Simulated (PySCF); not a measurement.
Mean polarisability (bohr³) of eight silicon and germanium compounds: PBE beside B3LYP, computed with PySCF for isolated molecules in the bases named; differences from unrounded values. The eight are the first of their class met in an unordered collection, after screening for sound electronic states; none was chosen by its value. Each molecule has one DFT geometry for both levels.

| molecule | basis | B3LYP | PBE | difference |
|---|---|---|---|---|
| GeH₇NSSi, SMILES N[SiH2][S][GeH3] | def2-TZVP | 84.8 | 87.6 | 2.7 |
| FH6NOSi2, SMILES N[SiH2]O[SiH2]F | def2-TZVP | 58.6 | 61.5 | 2.9 |
| CH₇ClO₂Si₂, SMILES OC[SiH2]O[SiH2]Cl | def2-TZVP | 79.8 | 83.2 | 3.4 |
| C3H4O2Si, SMILES O=C1CC(=O)[SiH2]1 | def2-TZVP | 66.5 | 69.5 | 3.0 |
| C₃H₆FNSi, SMILES FC1=CCN1[SiH3] | def2-TZVP | 68.6 | 70.9 | 2.3 |
| Si(F)2(Me)(SeH) (CH4F2SeSi), SMILES F[Si]([SeH])(F)C | def2-TZVP | 60.3 | 62.4 | 2.1 |
| CH3Cl2NSi2, SMILES Cl[Si]1(C=N[SiH2]1)Cl | def2-TZVP | 92.9 | 96.3 | 3.3 |
| C4H10OSi, SMILES [SiH3]CO/C=C/C | def2-TZVP | 85.3 | 88.3 | 3.0 |

PBE lies below B3LYP in 0 and above it in 8 of the eight; the mean signed difference is 2.8 and the largest 3.4 bohr³.
